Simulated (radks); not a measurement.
Neutral ruthenium inside a hard spherical wall (all orbitals vanish at R), configuration held at [Kr] 4d7 5s1 and not refilled when levels cross. Method: scalar-relativistic Kohn-Sham, PBE, spin-polarised, spherical densities, point nucleus; open shells are filled with parallel spins first (spin-orbit coupling, left out, can overturn this in heavy ions); computed with a radial shooting solver on a logarithmic mesh with Libxc functionals. Eigenvalues in eV for spin up, with the zero of energy where the potential of the charges vanishes at infinity; a dash marks a level that is unbound or too diffuse for the functional's potential to be trusted. A positive occupied level is held by the wall or, in an anion where self-interaction has pushed it up, behind a barrier. The pressure on the wall is -dE/dV.

| R (bohr) | E (hartree) | kinetic (hartree) | e(4s) | e(4p) | e(4d) | e(5s) | e(5p, empty) | e(6s, empty) | pressure (GPa) |
|---|---|---|---|---|---|---|---|---|---|
| free | -4530.82464 | 4685.346 | -76.991 | -47.101 | -5.965 | -4.761 | -1.195 | - | 0 |
| 20 | -4530.82464 | 4685.346 | -76.991 | -47.101 | -5.965 | -4.761 | -1.195 | - | < 0.0001 |
| 15 | -4530.82464 | 4685.346 | -76.990 | -47.101 | -5.965 | -4.761 | -1.188 | 0.276 | < 0.0001 |
| 10 | -4530.82429 | 4685.349 | -76.961 | -47.071 | -5.938 | -4.735 | -1.024 | 1.859 | 0.00918 |
| 8 | -4530.82134 | 4685.372 | -76.808 | -46.919 | -5.797 | -4.584 | -0.576 | 4.529 | 0.136 |
| 6 | -4530.79257 | 4685.537 | -75.958 | -46.081 | -5.039 | -3.634 | 1.257 | 12.694 | 2.43 |
| 3.5 | -4530.02473 | 4688.698 | -67.334 | -37.820 | 3.005 | 10.329 | 20.510 | 71.931 | 228 |
| 2.5 | -4526.53178 | 4701.780 | -50.266 | -21.061 | 22.448 | 54.025 | 72.580 | 197.10 | 3110 |
| 2 | -4518.47118 | 4730.184 | -26.291 | 4.414 | 53.431 | 130.69 | 156.65 | 375.65 | 16700 |
